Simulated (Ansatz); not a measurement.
**Cost against result**

The pair of Br⁻ (SMILES [Br-], atom 1) and CH$_{4}$O (SMILES CO, atoms 2–7), both closed shells, in one local arrangement (a lower one may exist), relaxed at PBE0-D4/def2-TZVPD:

```tsv
atom	x (Å)	y (Å)	z (Å)
Br1	0.1627	-0.5457	-2.8867
C2	0.1596	0.2075	0.7528
O3	-0.9884	-0.2910	0.1347
H4	-0.0608	0.3555	1.8161
H5	0.4786	1.1713	0.3303
H6	1.0127	-0.4816	0.6712
H7	-0.7644	-0.4160	-0.8183
```

Interaction energies are counterpoise-corrected; the time is that of the whole pair.

Ansatz 0.2.0; basis: as named in each row; cores frozen in the correlated methods. Filled d shells of the heavier atoms are correlated. The def2 sets are not built for correlating such inner shells, so the correlated values are less sure here. B3LYP uses VWN-RPA correlation. Extrapolation: Hartree–Fock as exp(−7.88 √X), correlation as X^−2.97.

Times are rough, for one single point on 4 threads of a shared host (Arm Neoverse V1).

The estimate by CCSD(T) at an estimated basis limit (MP2 extrapolated from triple and quadruple zeta, plus CCSD(T) − MP2 in triple zeta) is -0.648 eV.

```tsv
method	basis	time (s)	interaction energy (eV)	method less estimate
HF	STO-3G	under 1	-0.516	0.131
PBE-D4	STO-3G	under 1	-0.936	-0.288
SPW92	def2-SVP	under 1	-0.911	-0.263
PBE-D4	def2-SVP	under 1	-0.776	-0.128
B3LYP-D4	6-31G	under 1	-0.689	-0.041
PBE0-D4	def2-SVP	under 1	-0.747	-0.099
PBE-D4	def2-TZVPPD	1	-0.690	-0.043
revPBE-D4	def2-TZVPPD	1	-0.661	-0.013
BLYP-D4	def2-TZVPPD	2	-0.648	0.000
CCSD(T)	def2-SVP	2	-0.593	0.055
PBE0-D4	def2-TZVPPD	2	-0.671	-0.023
B3LYP-D4	def2-TZVPPD	2	-0.648	0.000
HSE06-D4	def2-TZVPPD	2	-0.671	-0.023
wB97M-V	def2-SVP	2	-0.712	-0.064
r2SCAN-D4	def2-TZVPPD	3	-0.671	-0.024
B2PLYP	def2-TZVPPD	3	-0.593	0.054
wB97X-V	def2-TZVPPD	6	-0.636	0.012
B97M-V	def2-TZVPPD	7	-0.633	0.015
wB97M-V	def2-TZVPPD	7	-0.637	0.011
MP2	def2-QZVPPD	11	-0.647	0.001
CCSD(T)	def2-TZVPPD	76	-0.604	0.044
```

The T1 diagnostic stays at or below 0.010.
